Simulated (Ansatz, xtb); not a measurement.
**Two isomers of C6H3BrF2**

Structure I: `F/C=C1C(F)=CC/1=C/Br`, a singlet. Structure II: `C=CC#CC(Br)=C(F)F`, a singlet. Both are isolated molecules in the gas phase, relaxed with r2SCAN-D4/def2-SVP.

Quicker runs give these differences E(II) − E(I): GFN2-xTB +8.90 kcal/mol; HF/STO-3G +6.08 kcal/mol (at GFN2-xTB geometries); r2SCAN-D4/def2-SVP//GFN2-xTB +3.59 kcal/mol.

**Question.** Estimate E(II) − E(I) at the level CCSD(T)/def2-SVP + ΔMP2/def2-TZVPP.

**Answer.** Not settled: CCSD(T)/def2-SVP + ΔMP2/def2-TZVPP gives E(II) − E(I) = +1.41 kcal/mol, but this leans on the basis-set step: CCSD(T) alone gives −0.42 kcal/mol.

Level by level:

```tsv
level	geometry	E(II) − E(I) (kcal/mol)	departure from the last row (kcal/mol)	job, with rough time for the two
GFN2-xTB	GFN2-xTB	+8.90	+7.49	optimisation, 0.16 s
HF/STO-3G	GFN2-xTB	+6.08	+4.67	single point, 0.58 s
r2SCAN-D4/def2-SVP//GFN2-xTB	GFN2-xTB	+3.59	+2.18	single point, 4.6 s
r2SCAN-D4/def2-SVP	r2SCAN-D4/def2-SVP	+2.95	+1.54	optimisation, 45 s
HF/def2-SVP	r2SCAN-D4/def2-SVP	−1.68	−3.09	part of the CCSD(T) run
MP2/def2-SVP	r2SCAN-D4/def2-SVP	−2.49	−3.89	part of the CCSD(T) run
CCSD(T)/def2-SVP	r2SCAN-D4/def2-SVP	−0.42	−1.83	single point
CCSD(T)/def2-SVP + ΔMP2/def2-TZVPP	r2SCAN-D4/def2-SVP	+1.41		single point, 3.1 min
```

As drawn, II has 1 C≡C in place of 1 C=C, 1 C–C. Structure I has a 4-membered ring, II no ring.

HF/def2-SVP, MP2/def2-SVP put the two in the other order. CCSD(T)/def2-SVP finds them nearly level. The largest departure from CCSD(T)/def2-SVP + ΔMP2/def2-TZVPP is that of GFN2-xTB, 7.49 kcal/mol. The last row adds to CCSD(T) the change of the MP2 difference between the two basis sets, here +1.83 kcal/mol.

With thermal terms from frequencies at re-optimised GFN2-xTB minima (ideal gas, soft modes damped towards free rotors, one conformer each, 298.15 K, 1 atm): on the last row, ΔE + ΔZPE = +0.04, ΔH = +0.93, ΔG = −1.21 kcal/mol.

The correlated steps freeze 17 core orbitals; the filled d shell of Br is correlated, in a basis made for valence electrons. Run with Ansatz 0.2.0, xtb 6.7.1; the last row on 4 threads of Arm Neoverse V2 on a shared host.
